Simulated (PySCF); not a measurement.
# Polarisability and C₆ of Cl(2+) (chlorine, charge +2)

[Ne] 3s2 3p3, high-spin 4S determinant. Calculation: PySCF 2.14, in aug-cc-pV(Q+d)Z (7s6p5d3f2g, 89 functions); the non-relativistic Hamiltonian (point nucleus). Coupled (time-dependent) response in atomic units; α is the mean over directions.

```json
{"method": "UHF", "mean α (bohr³)": "5.980", "C₆ (like pair)": "21.28", "S(−4)": "11.55"}
{"method": "PBE", "mean α (bohr³)": "5.871", "C₆ (like pair)": "20.90", "S(−4)": "10.19"}
{"method": "PBE0", "mean α (bohr³)": "5.863", "C₆ (like pair)": "20.84", "S(−4)": "10.27"}
{"method": "LC-wPBE", "mean α (bohr³)": "5.852", "C₆ (like pair)": "20.76", "S(−4)": "10.32"}
{"method": "PBEsol", "mean α (bohr³)": "5.890", "C₆ (like pair)": "20.99", "S(−4)": "10.29"}
```

S(−4) is the Cauchy moment in α(ω) = α(0) + S(−4) ω² + …

α(iu) at PBE:

```json
{"u (hartree)": "0", "α(iu) (bohr³)": "5.871"}
{"u (hartree)": "0.0500", "α(iu) (bohr³)": "5.846"}
{"u (hartree)": "0.100", "α(iu) (bohr³)": "5.771"}
{"u (hartree)": "0.200", "α(iu) (bohr³)": "5.496"}
{"u (hartree)": "0.300", "α(iu) (bohr³)": "5.101"}
{"u (hartree)": "0.500", "α(iu) (bohr³)": "4.174"}
{"u (hartree)": "0.750", "α(iu) (bohr³)": "3.115"}
{"u (hartree)": "1.00", "α(iu) (bohr³)": "2.320"}
{"u (hartree)": "1.50", "α(iu) (bohr³)": "1.373"}
{"u (hartree)": "2.00", "α(iu) (bohr³)": "0.8959"}
{"u (hartree)": "3.00", "α(iu) (bohr³)": "0.4738"}
{"u (hartree)": "5.00", "α(iu) (bohr³)": "0.2118"}
```

A single London oscillator, α(iu) = α/(1 + u²/ω²), gives C₆ = (3/4) ω α². Matching the computed C₆ needs ω = 4 × 20.90 / (3 × 5.871²) = 0.808 hartree.

For an ion, C₆ is the dispersion term alone; charge-induced terms of lower order in 1/R come first.
